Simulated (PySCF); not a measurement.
**`B[Si@@H]1C[C@@H]1Cl`, C2H6BClSi**

Geometry:
```
atom   x (Å)   y (Å)   z (Å)
  B1   1.856  -0.802   0.633
 Si2   0.667   0.570   0.059
  C3  -1.210   0.421   0.448
  C4  -0.907   0.120  -0.980
 Cl5  -1.178  -1.530  -1.529
  H6   2.984  -0.566   0.840
  H7   1.492  -1.901   0.801
  H8   0.909   1.986  -0.249
  H9  -1.535  -0.415   1.048
 H10  -1.797   1.310   0.629
 H11  -1.275   0.812  -1.725
```

Computed, not measured: TDDFT LC-wPBE/def2-SVPD circular dichroism and optical rotation, one conformer, gas phase in PySCF. Geometry: GFN2-xTB.

Task: Draw the ECD and absorption spectra from the lowest 16 states, each a Gaussian of half-width 0.25 eV at 1/e height.

Result: 
| E (eV) | λ (nm) | Δε (L mol⁻¹ cm⁻¹) | ε (L mol⁻¹ cm⁻¹) |
| --- | --- | --- | --- |
| 3.69 | 336 | +0.28 | 225 |
| 3.84 | 323 | +2.16 | 1730 |
| 3.99 | 311 | +8.09 | 6490 |
| 4.14 | 300 | +14.71 | 11800 |
| 4.29 | 289 | +12.64 | 10500 |
| 4.44 | 279 | +3.12 | 4690 |
| 4.59 | 270 | -5.94 | 1400 |
| 4.74 | 262 | -9.65 | 711 |
| 4.89 | 254 | -6.31 | 420 |
| 5.04 | 246 | -0.21 | 178 |
| 5.19 | 239 | +7.45 | 202 |
| 5.34 | 232 | +15.20 | 360 |
| 5.49 | 226 | +13.10 | 377 |
| 5.64 | 220 | -2.33 | 359 |
| 5.79 | 214 | -23.40 | 580 |
| 5.94 | 209 | -32.49 | 770 |
| 6.09 | 204 | -19.34 | 817 |
| 6.24 | 199 | -0.95 | 1310 |
| 6.39 | 194 | +6.98 | 1910 |
| 6.54 | 190 | +1.63 | 1760 |
| 6.69 | 185 | -10.74 | 1470 |
| 6.84 | 181 | -16.65 | 1350 |
| 6.99 | 177 | -9.03 | 1190 |
| 7.14 | 174 | +7.89 | 2550 |
| 7.29 | 170 | +27.37 | 6680 |
| 7.44 | 167 | +28.85 | 10100 |
| 7.59 | 163 | +6.18 | 8730 |
| 7.74 | 160 | -12.82 | 4950 |
| 7.89 | 157 | -18.93 | 2740 |
| 8.04 | 154 | -14.33 | 2280 |
| 8.19 | 151 | -1.88 | 2010 |
| 8.34 | 149 | +4.05 | 1610 |

Δε uses R in velocity form, ε uses f in length form. Only the states computed contribute, so the short-wavelength end is incomplete.

The sign of the CD band at 149 nm isn't settled: the length form gives the opposite one.
